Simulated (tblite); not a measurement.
C₇H₁₄NP.
SMILES with atom numbers: `[CH3:1][P:2]([CH2:3][C:4]#[N:5])[C:6]([CH3:7])([CH3:8])[CH3:9]` (hydrogens: H10, H11, H12 on C1; H13, H14 on C3; H15, H16, H17 on C7; H18, H19, H20 on C8; H21, H22, H23 on C9)

A start from a force field or distance geometry was refined with tblite, GFN2-xTB geometry optimisation, gas phase. Values at the start:

```json
{"coordinate": "C1–P2", "start": "1.839 Å"}
{"coordinate": "C1–H10", "start": "1.088 Å"}
{"coordinate": "P2–C3", "start": "1.839 Å"}
{"coordinate": "P2–C6", "start": "1.877 Å"}
{"coordinate": "C3–C4", "start": "1.458 Å"}
{"coordinate": "C3–H13", "start": "1.087 Å"}
{"coordinate": "C4≡N5", "start": "1.166 Å"}
{"coordinate": "C6–C7", "start": "1.536 Å"}
{"coordinate": "C7–H15", "start": "1.094 Å"}
{"coordinate": "C1–P2–C3", "start": "100.5°"}
{"coordinate": "C1–P2–C6", "start": "104.0°"}
{"coordinate": "P2–C3–C4", "start": "111.6°"}
{"coordinate": "P2–C6–C7", "start": "113.4°"}
{"coordinate": "P2–C6–C8", "start": "108.5°"}
{"coordinate": "C3–P2–C6", "start": "104.5°"}
{"coordinate": "C3–C4–N5", "start": "179.4°"}
{"coordinate": "C7–C6–C8", "start": "109.5°"}
{"coordinate": "C1–P2–C3–C4", "start": "-72°"}
{"coordinate": "C1–P2–C6–C7", "start": "-53°"}
```

Task: How do these coordinates change at the GFN2-xTB level?

Result: 
```json
{"coordinate": "P2–C3", "GFN2-xTB (Å or °)": "1.884", "change": "+0.045"}
{"coordinate": "C3–C4", "GFN2-xTB (Å or °)": "1.432", "change": "-0.026"}
{"coordinate": "P2–C6", "GFN2-xTB (Å or °)": "1.900", "change": "+0.023"}
{"coordinate": "C4≡N5", "GFN2-xTB (Å or °)": "1.144", "change": "-0.022"}
{"coordinate": "C6–C7", "GFN2-xTB (Å or °)": "1.525", "change": "-0.011"}
{"coordinate": "C1–P2", "GFN2-xTB (Å or °)": "1.849", "change": "+0.010"}
{"coordinate": "C3–H13", "GFN2-xTB (Å or °)": "1.094", "change": "+0.007"}
{"coordinate": "C7–H15", "GFN2-xTB (Å or °)": "1.088", "change": "-0.006"}
{"coordinate": "C1–H10", "GFN2-xTB (Å or °)": "1.089", "change": "+0.001"}
{"coordinate": "C1–P2–C3", "GFN2-xTB (Å or °)": "96.5", "change": "-4.0"}
{"coordinate": "C3–P2–C6", "GFN2-xTB (Å or °)": "100.5", "change": "-4.0"}
{"coordinate": "P2–C3–C4", "GFN2-xTB (Å or °)": "108.0", "change": "-3.6"}
{"coordinate": "P2–C6–C8", "GFN2-xTB (Å or °)": "105.2", "change": "-3.3"}
{"coordinate": "P2–C6–C7", "GFN2-xTB (Å or °)": "116.5", "change": "+3.1"}
{"coordinate": "C1–P2–C6", "GFN2-xTB (Å or °)": "102.5", "change": "-1.5"}
{"coordinate": "C3–C4–N5", "GFN2-xTB (Å or °)": "178.8", "change": "-0.6"}
{"coordinate": "C7–C6–C8", "GFN2-xTB (Å or °)": "109.7", "change": "+0.2"}
{"coordinate": "C1–P2–C6–C7", "GFN2-xTB (Å or °)": "-50", "change": "+3"}
{"coordinate": "C1–P2–C3–C4", "GFN2-xTB (Å or °)": "-70", "change": "+2"}
```

The energy falls by 18.1 kJ/mol over 65 L-BFGS steps, the largest force on an atom goes from 2.78 to 0.007 eV/Å, and the atoms move by 0.080 Å rms after alignment. The bond that changes most is P2–C3 (phosphine phosphorus to sp3 carbon bound to phosphorus), which lengthens by 0.045 Å. Bonds longer at the end by more than 0.005 Å: 5 of 22; shorter: 13. Rotational constants go from 2461, 810.7, 734.3 to 2477, 833.3, 760.5 MHz.

The run took 0.63 s of wall time on one thread, Arm Neoverse V1 (aarch64), no GPU (shared host).

GFN2-xTB frequencies show an imaginary mode (36i cm⁻¹), so the point is no minimum at that level.

Shape of the structure used: `[CH3:1][P:2]([CH2:3][C:4]#[N:5])[C:6]([CH3:7])([CH3:8])[CH3:9]`: C1–P2–C3–C4 -70°, C1–P2–C6–C7 -50°.

The numbers are calculated, not measured.
